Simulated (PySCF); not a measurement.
Several structures and their simulated spectra, in scrambled order.

A. SMILES C([Si@H]1C(=C)CN1)(C)=O
B. `CC(/C=N/[SiH3])=C\C=O`
C. `C1=C(C(N)=O)[SiH2][C@@H]1C`
D. `O1C=CC(C)=C1N[SiH3]`

Spectrum 1. 1H NMR (500 MHz, computed): δ 7.02 (m, 1H), 6.44 (m, 1H), 4.86 (s, 3H), 2.96 (br s, 1H), 2.02 (s, 3H). 13C{1H} NMR (computed): δ 157.5 (C), 136.0 (CH), 120.9 (CH), 95.3 (C), 11.0 (CH3).

Spectrum 2. 1H NMR (500 MHz, computed): δ 5.96 (br s, 1H), 5.78 (br s, 1H), 5.31 (s, 1H), 4.74 (m, 1H), 4.58 (m, 1H), 2.71 (s, 3H), 0.74 (br s, 1H). 13C{1H} NMR (computed): δ 245.4 (C), 160.6 (C), 130.0 (CH2), 60.2 (CH2), 39.3 (CH3).

Spectrum 3. 1H NMR (500 MHz, computed): δ 7.14 (d, 1H), 5.29 (br, 1H), 4.91 (m, 1H), 4.58 (br, 1H), 4.57 (m, 1H), 2.19 (m, 1H), 1.32 (d, 3H). 13C{1H} NMR (computed): δ 166.1 (CH), 165.3 (C), 150.1 (C), 27.3 (CH), 19.7 (CH3).

Spectrum 4. 1H NMR (500 MHz, computed): δ 10.55 (d, 1H), 8.89 (s, 1H), 7.38 (d, 1H), 5.19 (s, 3H), 2.64 (s, 3H). 13C{1H} NMR (computed): δ 197.7 (CH), 179.7 (CH), 156.3 (C), 128.5 (CH), 24.7 (CH3).

PySCF calculation with GFN2-xTB structure and σ from GIAO-PBE0/pcSseg-1; non-relativistic Hamiltonian, fast rotation and ring inversion assumed for equivalent nuclei, single conformer, no solvent.

Scale: 1H (σref 31.72), 13C (σref 186.93) against TMS (reference shieldings calculated alike). Where no couplings were computed, multiplicities follow the n + 1 count of equivalent neighbours, and m marks all less simple cases (inequivalent or close neighbours, rings, F or P nearby). Acid and N–H amide carbonyl carbons lie up to 10 ppm further downfield in solution (hydrogen bonding). Shifts are as computed. Against solution values, carbons near 30 ppm lie about +3 ppm off and those near 130 ppm about +5 ppm. Of 1309 compounds with measured shifts, 239 miss one by over three times the rms of a fit or turn the order of signals round; such compounds aren't used in these exercises. Groups on amide-type nitrogens are kept apart (slow C–N rotation). OH and NH positions are gas-phase values without hydrogen bonding to other molecules.

Which spectrum belongs to which compound?

Results:

1–D, 2–A, 3–C, 4–B.

- Spectrum 1 (D): 5 13C signals; δC 157.5 is an aromatic carbon bearing nitrogen; δC 11.0 is a methyl carbon on an aromatic ring.
- Spectrum 2 (A): 5 13C signals; δC 160.6 is a fully substituted alkene carbon; δC 130.0 is a terminal =CH2 carbon.
- Spectrum 3 (C): 5 13C signals; δC 166.1 is a β carbon of a C=C–C=O unit; δC 165.3 is an amide carbonyl carbon.
- Spectrum 4 (B): 5 13C signals; δC 197.7 is an aldehyde carbonyl carbon; δC 156.3 is a β carbon of a C=C–C=O unit.
